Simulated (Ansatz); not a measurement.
```yaml
crystal:
  periodic: [false, false, false]
  atoms:
    - {symbol: P, position_ang: [-0.250358, 1.390349, -0.128629]}
    - {symbol: S, position_ang: [-0.621300, -0.575829, 0.331498]}
    - {symbol: C, position_ang: [0.674259, -1.356799, -0.163470]}
    - {symbol: Se, position_ang: [1.133793, -3.220995, 0.089500]}
    - {symbol: H, position_ang: [-1.612096, 1.630735, -0.903825]}
    - {symbol: H, position_ang: [-0.744948, 2.153929, 1.129762]}
    - {symbol: H, position_ang: [1.471529, -0.596793, -0.541721]}
basis:
  gaussian: {orbitals: def2-mTZVPP, nuclear_model: gaussian}
hamiltonian: {xc: {name: r2SCAN}}
scf: {lower_state_search: light}
relax: {f_tol: 0.001, max_steps: 2}
output: {forces: true}
```

```sh
$ ansatz run in.yaml --threads 2 --pin off --events-out ev --progress --plain --max-ram 4352MiB
```

Task: How does Ansatz answer? (Estimate.)

Result: Ansatz gave: The run did not converge.
```
Functional definition: r2SCAN
1223 factors; their error is unknown
mean field evaluation 1: about -86551.9151 eV, gradient 4.0e1 eV
mean field evaluation 2: about -86537.3695 eV, gradient 7.6e1 eV
mean field evaluation 4: about -86555.3268 eV, gradient 1.2e1 eV
mean field evaluation 8: about -86555.8026 eV, gradient 2.4e-1 eV
mean field evaluation 16: about -86555.7571 eV, gradient 3.5e-4 eV
mean field -86555.75708342 eV, -3180.8654032164 hartree, gradient 3.7e-5 eV, S^2 0.000000; 0 other end points of the search recorded, 0 dependent functions left out
reference -86555.75709324 eV, -3180.8654035772 hartree; 37, 37 occupied and 87, 87 virtual orbitals, 1223 factors
relax step   1: F+E_penalty+E_count = -86555.75708342 eV  Δ(F+E_penalty+E_count) = +0.000e0 eV  max|allowed force component| = 5.846e0 eV/Å  Δτ_max = 0.0000 Å  (31 SCF iters, accepted)
1223 factors; their error is unknown
mean field -86556.69772030 eV, -3180.8999709839 hartree, gradient 2.1e-5 eV, S^2 0.000000; 0 other end points of the search recorded, 0 dependent functions left out
reference -86556.69773014 eV, -3180.8999713457 hartree; 37, 37 occupied and 87, 87 virtual orbitals, 1223 factors
relax step   2: F+E_penalty+E_count = -86556.69772030 eV  Δ(F+E_penalty+E_count) = -9.406e-1 eV  max|allowed force component| = 2.418e0 eV/Å  Δτ_max = 0.1974 Å  (40 SCF iters, accepted)
Error: geometry relaxation did not converge after 2 steps: max|allowed force component| = 2.42e0 eV/Å (threshold 1.0e-3). Raise `relax.max_steps` over both its present limit and 2, loosen `relax.f_tol`, or start from a geometry closer to equilibrium. Where this run's directory can be resumed (`checkpoint.write`), a resume goes on for up to `relax.max_steps` more
```
